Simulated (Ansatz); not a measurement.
Two structures of ZnH2ClF, singlet, reached by relaxing down either side of one saddle point (PBE0-D4/def2-TZVP). Energies are electronic, without zero-point energy. Computed with Ansatz 0.2.0 (basis: def2-TZVPP and def2-QZVPP); correlated methods freeze the cores. The 3s and 3p shells of Cu and Zn are frozen; filled d shells are correlated. Extrapolation: Hartree–Fock as exp(−7.88 √X), correlation as X^−2.97. First:

```json
{"atom": "Zn1", "x (Å)": "-0.5596", "y (Å)": "-0.6890", "z (Å)": "-0.4083"}
{"atom": "H2", "x (Å)": "0.1882", "y (Å)": "-1.6416", "z (Å)": "0.5298"}
{"atom": "Cl3", "x (Å)": "-1.7486", "y (Å)": "0.3568", "z (Å)": "-1.8019"}
{"atom": "H4", "x (Å)": "1.3343", "y (Å)": "0.7856", "z (Å)": "1.1532"}
{"atom": "F5", "x (Å)": "0.7858", "y (Å)": "1.1881", "z (Å)": "0.5272"}
```

Second:

```xyz
5
angstrom
Zn -0.3450 0.7497 -0.4987
H 0.4312 -1.3524 0.7107
Cl -1.7149 -0.3399 -1.6217
H 0.8629 -0.8240 1.0256
F 0.7659 1.7665 0.3840
```

Which bonds change from the first to the second?

ZnHCl ([Cl][ZnH]) + HF → ZnClF + H₂; bonds formed: Zn1–F5, H2–H4; bonds broken: Zn1–H2, H4–F5.

Give the saddle point's structure and its height above each. (Judge from chemistry; the value comes from the calculation.)

The calculation gives: 17.09 kcal/mol above the first and 24.92 kcal/mol above the second (CCSD(T) at an estimated basis limit (MP2 extrapolated from triple and quadruple zeta, plus CCSD(T) − MP2 in triple zeta)).
Zn1  (-0.396, -0.031, -0.385)
H2  (0.544, -1.001, 0.748)
Cl3  (-1.885, -0.012, -1.858)
H4  (0.876, -0.080, 0.882)
F5  (0.861, 1.125, 0.613)
(Å)

The T1 diagnostic stays at or below 0.016.

Labels in which every atom is bracketed show which atoms are joined, not bond orders.

For scale, one of the runs: CCSD(T)/def2-TZVPP, 165 basis functions (an equivalent command: `ansatz run in.yaml --threads 4`). Hardware: 4 CPU threads, shared host. Wall time 19 s; peak host memory 1.3 GiB.
